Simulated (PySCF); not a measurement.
**Calculated NMR data**

All values are calculated (PySCF): geometry from GFN2-xTB, shieldings: GIAO PBE0/pcSseg-1. Non-relativistic Hamiltonian, rapidly exchanging positions averaged, single conformer, isolated molecule.

Referencing at the same level of theory: TMS for ¹H and ¹³C. Splittings of carbon signals by F and P are missing where no couplings were computed. Where no couplings were computed, multiplicities follow the n + 1 count of equivalent neighbours, and m marks all less simple cases (inequivalent or close neighbours, rings, F or P nearby). Acid and N–H amide carbonyl carbons lie up to 10 ppm further downfield in solution (hydrogen bonding). Shifts are as computed. Against solution values, carbons near 30 ppm lie about +3 ppm off and those near 130 ppm about +5 ppm; carbons on Cl a further +6 ppm. Of 1211 compounds with measured shifts, 218 miss one by over three times the rms of a fit or turn the order of signals round; such compounds aren't used in these exercises. Groups on amide-type nitrogens are kept apart (slow C–N rotation). Carbons bonded to Cl come out too deshielded. OH and NH positions are gas-phase values without hydrogen bonding to other molecules.

**1.** SMILES N(C)(C)[Si@H](O[SiH3])C(F)(F)F, C₃H₁₀F₃NOSi₂. ¹H NMR (400 MHz, computed): δ 5.26 (s, 3H), 4.91 (m, 1H), 2.67 (s, 6H). ¹³C{¹H} NMR (computed): δ 136.6 (C), 37.8 (CH3).

**2.** SMILES CC(C)O[SiH2]C/C=C/Cl, C₆H₁₃ClOSi. ¹H NMR (400 MHz, computed): δ 5.96 (m, 1H), 5.95 (m, 1H), 4.80 (t, 2H), 3.99 (sept, 1H), 2.02 (m, 2H), 1.24 (d, 6H). ¹³C{¹H} NMR (computed): δ 134.9 (CH), 128.3 (CH), 70.2 (CH), 26.7 (CH3), 23.3 (CH2).

**3.** `CNC(=O)[C@H](C)C(N)=O`, C₅H₁₀N₂O₂. ¹H NMR (400 MHz, computed): δ 7.12 (br, 1H), 5.12 (br, 1H), 4.66 (br, 1H), 3.00 (d, 3H), 2.62 (q, 1H), 1.51 (d, 3H). ¹³C{¹H} NMR (computed): δ 178.4 (C), 171.1 (C), 53.3 (CH), 26.1 (CH3), 22.7 (CH3).
